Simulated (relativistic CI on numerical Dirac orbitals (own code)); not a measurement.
# Ni²¹⁺: sensitivity of the levels to the model

Base calculation: Dirac-Coulomb-Breit CI, orbitals from a KLI potential per configuration, model QED (radiative potential, 1s self-energy scaled to tabulated hydrogen-like ionisation energies), unscaled Slater integrals.

Configuration list (outside the closed core 1s2): 2s2 2p3, 2s 2p4, 2p5, 2p4 3s, 2p4 3p, 2p4 3d, 2s2 2p2 3s, 2s2 2p2 3p, 2s2 2p2 3d, 2s 2p3 3s, 2s 2p3 3p, 2s 2p3 3d, 2s2 2p2 4s, 2s2 2p2 4p, 2s2 2p2 4d, 2s2 2p2 4f. Levels of other configurations are missing.

The lowest level and the first level of each name with at least 55 % of one term (blank where a level has no safe partner in the second run):

```
            Level  Base (eV)  Shift (eV)
  2s2 2p3 4S°_3/2       0.00        0.00
  2s2 2p3 2D°_3/2      19.89       -0.01
  2s2 2p3 2D°_5/2      26.41        0.00
  2s2 2p3 2P°_1/2      37.82        0.00
  2s2 2p3 2P°_3/2      49.89       +0.01
    2s 2p4 4P_5/2     105.29        0.00
    2s 2p4 4P_3/2     117.04        0.00
    2s 2p4 4P_1/2     120.19        0.00
    2s 2p4 2D_3/2     147.02        0.00
    2s 2p4 2D_5/2     150.31        0.00
    2s 2p4 2S_1/2     168.14       -0.01
    2s 2p4 2P_3/2     175.30        0.00
    2s 2p4 2P_1/2     192.19        0.00
      2p5 2P°_3/2     274.35       +0.08
      2p5 2P°_1/2     292.97       +0.07
2s2 2p2 3s 4P_1/2    1056.43       +1.40
2s2 2p2 3s 4P_3/2    1068.89       +1.52
2s2 2p2 3s 2P_1/2    1073.03       +1.65
2s2 2p2 3s 4P_5/2    1075.38       +1.49
2s2 2p2 3s 2P_3/2    1079.45       +1.57
2s2 2p2 3s 2D_5/2    1096.49       +1.46
2s2 2p2 3s 2D_3/2    1098.31       +1.56
```

At this charge energies of transitions that change n are usually good to better than 1 %, and those within a shell (Δn = 0) to a few per cent.

(1) One thing was changed in a second run, which moved the levels as shown. Which?
A. QED terms removed
B. one mean potential for all configurations
C. Breit term removed
D. configuration mixing switched off

Results:

(1) B. One mean potential for all configurations. One potential for all configurations removes the relaxation of the orbitals, which moves whole configurations and changes the integrals a little.

LS names give the leading component of a level, which can be under half, so a name can repeat, a term be missing and a line seem to break the LS rules.
